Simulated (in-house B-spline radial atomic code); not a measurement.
Values are calculated unless marked as measured or tabulated.
## Softness against transferability: the 5s channel of Mo

Mo, [Kr] 4d5 5s1, non-relativistic LDA (VWN5), spherical and spin-unpolarised, from an all-electron radial atomic-structure program (B-spline basis) (atomic units). The all-electron 5s level is ε = -0.147880 hartree, its outermost node lies just inside 1.40 bohr and its outer maximum at 3.02 bohr.

Troullier-Martins pseudo-orbitals are made for several radii. The cutoffs (hartree) are the plane-wave energies beyond which the orbital holds less than the named kinetic energy per electron. The phase error is the difference, pseudo minus all-electron, of arctan(R P'/P) at R = 3.9 bohr for all radii, half a hartree below and above the level.

```json
{"r_c (bohr)": "2.26", "V_l(0) (hartree)": "-1.51", "cutoff for 10 mEh": "3.81", "for 1 mEh": "7.22", "for 0.1 mEh": "20.5", "phase error at ε − 0.5 (mrad)": "-1.1", "at ε + 0.5 (mrad)": "-34.5"}
{"r_c (bohr)": "2.62", "V_l(0) (hartree)": "0.88", "cutoff for 10 mEh": "1.48", "for 1 mEh": "4.5", "for 0.1 mEh": "7.22", "phase error at ε − 0.5 (mrad)": "-0.7", "at ε + 0.5 (mrad)": "-11.8"}
{"r_c (bohr)": "3.02", "V_l(0) (hartree)": "1.08", "cutoff for 10 mEh": "1.48", "for 1 mEh": "4.15", "for 0.1 mEh": "6.77", "phase error at ε − 0.5 (mrad)": "-0.7", "at ε + 0.5 (mrad)": "-11.1"}
{"r_c (bohr)": "3.41", "V_l(0) (hartree)": "0.61", "cutoff for 10 mEh": "1.28", "for 1 mEh": "2.69", "for 0.1 mEh": "5.92", "phase error at ε − 0.5 (mrad)": "-1.2", "at ε + 0.5 (mrad)": "-21.3"}
{"r_c (bohr)": "3.6", "V_l(0) (hartree)": "0.42", "cutoff for 10 mEh": "1.16", "for 1 mEh": "2.25", "for 0.1 mEh": "5.38", "phase error at ε − 0.5 (mrad)": "-1.8", "at ε + 0.5 (mrad)": "-31.5"}
```

**Question.** Which radius needs the lowest cutoff for 0.1 mEh while both phase errors stay within 21.4 mrad?

**Answer.** The radii within that limit are 2.62, 3.02, 3.41 bohr; of these r_c = 3.41 needs the least, 5.92 hartree, that is 11.8 Ry or 161 eV.

**Question.** What does the larger radius buy, and what does it cost?

**Answer.** From r_c = 2.26 to 3.6 bohr the cutoff for 1 mEh goes from 7.22 to 2.25 hartree, a factor of 3.21, against 2.54 for a pure 1/r_c² scaling, end to end; step by step it is 7.22, 4.5, 4.15, 2.69, 2.25, and for 0.1 mEh 20.5, 7.22, 6.77, 5.92, 5.38; the number of plane waves goes as the cutoff to the power 3/2, here a factor of 5.7. The larger of the two phase errors is least at r_c = 3.02 bohr, 11.1 mrad; it is 34.5 at the smallest radius and 31.5 at the largest. These errors test the reference atom alone. The smallest radius lies well inside the outer maximum, where the nodeless form must bend sharply to keep the norm, so it is both harder and scatters less well than the next. Large radii also let the cores of neighbours overlap, which an atom doesn't show.
